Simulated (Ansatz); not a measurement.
C$_{3}$H$_{9}$ClFMoNO$_{2}$ (`C[N]=[Mo]([F])([Cl])([O]C)[O]C`), one more setting.

```yaml
crystal:
  periodic: [false, false, false]
  atoms:
    - {symbol: C, position_ang: [1.771489, -1.630600, -1.283897]}
    - {symbol: N, position_ang: [0.727850, -0.861253, -0.735715]}
    - {symbol: Mo, position_ang: [-0.778743, -0.282003, -0.149248]}
    - {symbol: F, position_ang: [-1.664633, -1.535249, -1.227381]}
    - {symbol: Cl, position_ang: [-3.020344, 0.081777, 0.640447]}
    - {symbol: O, position_ang: [-0.696378, 1.451707, -0.740231]}
    - {symbol: C, position_ang: [0.300261, 2.182805, -1.407256]}
    - {symbol: O, position_ang: [-0.263788, -0.441084, 1.631636]}
    - {symbol: C, position_ang: [-0.934493, -0.190553, 2.848626]}
    - {symbol: H, position_ang: [2.410290, -1.018862, -1.929031]}
    - {symbol: H, position_ang: [1.354236, -2.450912, -1.879851]}
    - {symbol: H, position_ang: [2.389133, -2.052581, -0.483078]}
    - {symbol: H, position_ang: [1.160313, 1.549134, -1.643708]}
    - {symbol: H, position_ang: [0.622104, 3.008852, -0.768137]}
    - {symbol: H, position_ang: [-0.120207, 2.588609, -2.330525]}
    - {symbol: H, position_ang: [-0.205341, -0.343603, 3.648639]}
    - {symbol: H, position_ang: [-1.315782, 0.831506, 2.885144]}
    - {symbol: H, position_ang: [-1.773567, -0.876191, 2.975664]}
basis:
  gaussian: {orbitals: def2-mTZVPP}
hamiltonian: {xc: {name: B2PLYP}, pseudopotentials: {relativity: scalar}}
```

```sh
$ ansatz run in.yaml --threads 4 --pin off --events-out ev --progress --plain --max-ram 66560MiB --backend cpu
```

It prints (some lines left out):

```
Functional definition: B2PLYP
2437 factors; integrals over basis functions are off by at most 1.1e-3 eV
mean field evaluation 1: about -25934.4406 eV, gradient 9.8e1 eV
mean field evaluation 2: about -25934.5029 eV, gradient 9.8e1 eV
mean field evaluation 4: about -25949.9558 eV, gradient 3.2e1 eV
mean field evaluation 8: about -25951.7942 eV, gradient 5.6e-1 eV
mean field evaluation 16: about -25951.8023 eV, gradient 6.6e-3 eV
mean field -25951.80230122 eV, -953.7111438064 hartree, gradient 7.4e-6 eV, S^2 0.000000; 0 other end points of the search recorded, 0 dependent functions left out
12 core orbitals not correlated: weight in the atoms' cores, before any rotation towards them, 1.000 or more for the frozen orbitals, at most 0.000 for the correlated occupied ones
reference -25951.80253420 eV, -953.7111523682 hartree; 33, 33 occupied and 213, 213 virtual orbitals, 2437 factors
second order -64.87733382 eV of doubles, -0.00000000 eV of singles
Total energy: -25969.31941433 eV, -954.3548858396 hartree
Relativity: scalar
```

Hardware: 4 threads of an AMD EPYC 7R13 on a shared host. Wall time 14 s, peak host memory 1.1 GiB.
